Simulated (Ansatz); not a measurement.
The O2–H3 bond of HLiO (SMILES [Li][OH]) is stretched (multiplicity 1, the rest rigid).
Geometry at rest (charge 0, multiplicity 1):
```json
[
 {"atom": "Li", "x (Å)": "0.0000", "y (Å)": "0.0000", "z (Å)": "-1.2587"},
 {"atom": "O", "x (Å)": "0.0000", "y (Å)": "0.0000", "z (Å)": "0.3139"},
 {"atom": "H", "x (Å)": "0.0000", "y (Å)": "0.0000", "z (Å)": "1.2652"}
]
```

Cores are frozen in the correlated methods.

Programs: Ansatz (an electronic-structure program). Each number belongs to the level named beside it.

Energies above the point at 0.951 Å (the B3LYP-D3(BJ) bond length), FCI/6-31G (kcal/mol): 9.16 at 0.856 Å; 3.07 at 1.046 Å; 112.94 at 3.044 Å.

Take the last value as the depth D of a Morse curve D(1 − e^(−a(R − R₀)))², fit a and R₀ to the two near points, and test it at 1.284 and 1.665 Å.


With D = 112.9, both near points (counted from the curve's value at 0.951 Å) are met by a = 2.29 Å⁻¹ and R₀ = 0.966 Å, so k = 2Da² = 1185 kcal/(mol Å²). The curve then gives 30.1 and 71.8 kcal/mol; the level itself gives 30.0 and 74.0, so Morse is off by 0.1 and -2.2.
